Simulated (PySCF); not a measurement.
B3LYP has the VWN-RPA correlation part, as in Gaussian. Delta-SCF ions had no search for a lower state. Excitations are Tamm–Dancoff values on a coarser integration grid. The basis has no diffuse functions, so Rydberg states are missing or too high.

Species: H2F2Sn, SMILES `[F][SnH2][F]` (charge 0, multiplicity 1).

Task: Give the LUMO, vertical ionisation energy (Delta-SCF), brightest of the four lowest singlets (TDA), S1–T1 gap (TDA) and dipole moment at the level B3LYP-D3(BJ)/def2-TZVP // PBE0-D4/def2-TZVP run with PySCF 2.14.0.

Result: 
| Property | Result |
|---|---|
| LUMO | -1.34 eV |
| vertical ionisation energy (Delta-SCF) | 12.23 eV |
| brightest of the four lowest singlets (TDA) | 8.09 eV |
| S1–T1 gap (TDA) | 1.20 eV |
| dipole moment | 3.42 D |
